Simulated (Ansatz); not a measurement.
Frontier orbitals of CH2BNO2, SMILES `OB1N=CO1`.

Cartesian coordinates in Å:
```
O -1.420 -1.158 0.043
B -0.381 -0.334 -0.021
N 0.213 0.761 0.805
C 1.022 0.725 -0.181
O 0.604 -0.263 -1.063
H -1.953 -1.033 0.833
H 1.915 1.303 -0.415
```

Total charge 0; spin multiplicity 1. The structure was optimised at the PBE0-D4/def2-TZVP level. It is one conformer, not always the lowest. Basis def2-TZVPP, Ansatz 0.2.0.

Orbital energies of one run (eV). Highest occupied ones, from the top: -8.47, -8.55, -11.04, -11.26, -12.22, -13.43, -13.82, -14.39, -16.88, -18.38, -25.80, -30.77, -31.84, -189.50. Empty: -1.00, 1.02, 2.51, 2.60, 2.95, 3.52.

Q: Which functional gave them?
A. BLYP
B. r2SCAN0
C. PBE
D. B3LYP

A: B. HOMO energies: r2SCAN0 -8.47, PBE -6.71, BLYP -6.62, B3LYP -8.01 eV.

B3LYP here is the variant with VWN-RPA as its local correlation; programs differ in this.
